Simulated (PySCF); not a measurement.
# Cost of response and excited-state runs on `Cc1ccc(Cl)s1`, C5H5ClS

Geometry:
```json
{"atom": "C1", "x (Å)": "-1.672", "y (Å)": "0.573", "z (Å)": "-0.095"}
{"atom": "C2", "x (Å)": "-0.190", "y (Å)": "0.405", "z (Å)": "-0.116"}
{"atom": "C3", "x (Å)": "0.551", "y (Å)": "-0.702", "z (Å)": "0.206"}
{"atom": "C4", "x (Å)": "1.957", "y (Å)": "-0.515", "z (Å)": "0.072"}
{"atom": "C5", "x (Å)": "2.261", "y (Å)": "0.748", "z (Å)": "-0.356"}
{"atom": "Cl6", "x (Å)": "3.815", "y (Å)": "1.402", "z (Å)": "-0.651"}
{"atom": "S7", "x (Å)": "0.845", "y (Å)": "1.712", "z (Å)": "-0.597"}
{"atom": "H8", "x (Å)": "-1.986", "y (Å)": "1.375", "z (Å)": "0.593"}
{"atom": "H9", "x (Å)": "-2.143", "y (Å)": "-0.361", "z (Å)": "0.241"}
{"atom": "H10", "x (Å)": "-2.074", "y (Å)": "0.815", "z (Å)": "-1.091"}
{"atom": "H11", "x (Å)": "0.095", "y (Å)": "-1.637", "z (Å)": "0.536"}
{"atom": "H12", "x (Å)": "2.714", "y (Å)": "-1.271", "z (Å)": "0.279"}
```

PySCF with density fitting, on 1 thread of an Arm Neoverse V1, shared host. Command: `OMP_NUM_THREADS=1 python excited_run.py task.json out`

Question: How long does each of these runs take, and how much memory?
- first hyperpolarisability, wB97X-D/aug-cc-pVDZ; wavelengths [1064] nm; writes grids
- excited states, CAM-B3LYP/aug-cc-pVDZ; Tamm-Dancoff; spin-orbit couplings; 5 states; 4 triplets; quadratic response for 4 states; writes grids
- excited states, LC-wPBE/6-31+G*; two-photon moments; 10 states; quadratic response for 5 states; 0 triplets
- excited states, LC-wPBE/6-31G; two-photon moments; 6 states; quadratic response for 5 states; 0 triplets; SCF tolerance 1e-11 Eh
- excited states, LC-wPBE/STO-3G; two-photon moments; 10 states; quadratic response for 5 states; 0 triplets; core not frozen
- excited states, LC-wPBE/aug-cc-pVDZ; two-photon moments; 6 states; quadratic response for 5 states; 0 triplets

Answer: 
```
                      run                  level  basis functions  wall time  peak memory (GiB)
first hyperpolarisability    wB97X-D/aug-cc-pVDZ              214       35 s                0.9
           excited states  CAM-B3LYP/aug-cc-pVDZ              214       39 s                0.9
           excited states        LC-wPBE/6-31+G*              144       31 s               0.71
           excited states          LC-wPBE/6-31G               81       16 s                0.5
           excited states         LC-wPBE/STO-3G               48       10 s               0.41
           excited states    LC-wPBE/aug-cc-pVDZ              214       49 s               0.81
```
Times from a shared host are rough.
